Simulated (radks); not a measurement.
Numerical settings for the chlorine ion Cl+, [Ne] 3s2 3p4. All-electron calculation, scalar-relativistic Kohn-Sham, PBE, spin-polarised, spherical densities, finite nucleus; open shells are filled with parallel spins first; Fermi nuclear charge, rms radius 3.3654 fm. Program: a radial shooting solver on a logarithmic mesh with Libxc functionals. The defaults (mesh step 0.008 in ln r, mesh end at 40 bohr or more with all orbitals vanishing there, Anderson mixing 0.5 over 9 steps, residual threshold near 1e-9 with the energy settled to 1e-9 hartree or 1e-11 of itself, here a cap of 62 iterations) give E = -460.9614 hartree and 3p at -18.185 eV in 16 iterations. Run on one thread of a shared host, so times are rough (Intel(R) Xeon(R) Platinum 8559C): 0.1 s of CPU time, 0.1 s wall, 16 iterations on 2189 mesh points. Changes against that run (0 stands for a change within the tolerance of the run):

\begin{tabular}{lrrrrr}
setting & iterations & converged & E (mhartree) & e(3p) (meV) & CPU (s) \\ \hline
mesh step in ln r 0.05 & 13 & yes & -0.000674 & -0.00281 & 0.02 \\
mesh step in ln r 0.005 & 21 & yes & 0 & 0 & 0.19 \\
mesh step in ln r 0.03 & 13 & yes & 0 & 0 & 0.03 \\
mesh end (bohr) 20 & 16 & yes & 0 & 0 & 0.1 \\
mesh end (bohr) 400 & 16 & yes & 0 & 0 & 0.11 \\
residual threshold 1e-05 & 9 & yes & 0 & +0.07 & 0.07 \\
residual threshold 0.001 & 8 & yes & 0 & -0.234 & 0.06 \\
mixing 0.2 & 19 & yes & 0 & 0 & 0.12 \\
linear mixing, mixing 0.8 & 62 & no & -0.00126 & -10.1 & 0.47 \\
linear mixing, mixing 0.2 & 62 & no & 0 & -0.00943 & 0.35 \\
mixing history 3 & 22 & yes & 0 & 0 & 0.12 \\
iteration cap 8 & 8 & no & 0 & +0.07 & 0.06 \\
\end{tabular}

No run marked as converged misses the energy by more than 1 mhartree. A mesh that ends early acts as a hard wall.
